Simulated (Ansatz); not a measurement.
Program: Ansatz. Geometries: PBE0-D4/def2-TZVP. ΔE: electronic, gas phase. CCSD(T)/CBS adds triple-zeta CCSD(T) − MP2 to the extrapolated MP2 energy (def2 sets, frozen cores). Double bonds are as drawn, so ΔE can hold a change between cis and trans. Functionals use def2-TZVPP. Each species was taken in one conformer, which may not be the lowest.

Reaction (formal exchange of groups at a B–Cl bond): `C[SiH2]B(F)Cl` + `C/N=C\N` → `C[SiH2]B(N)F` + `C/N=C/Cl`

Q: Is it downhill or uphill in electronic energy at CCSD(T)/CBS, and by how much? (An estimate is asked.)

A: The calculation gave: Downhill: ΔE = -0.06 eV.

Q: What do these levels give: PBE-D4, PBE0, MP2/def2-TZVPP, CCSD/def2-TZVPP, HF/CBS(def2), CCSD/CBS(def2)? (An estimate is asked.)

A: Ansatz gave: PBE-D4 -0.04, PBE0 -0.04, MP2/def2-TZVPP -0.04, CCSD/def2-TZVPP -0.08, HF/CBS(def2) -0.06, CCSD/CBS(def2) -0.07 eV.

Largest T1 diagnostic among the species: 0.013.

The D4 term adds +0.03 eV with B3LYP and +0.02 eV with PBE0; it sums over pairs of atoms, weighted by their polarisabilities, and B3LYP, whose exchange is more repulsive, gets the larger term.

B3LYP here is the variant with VWN-RPA as its local correlation; programs differ in this.
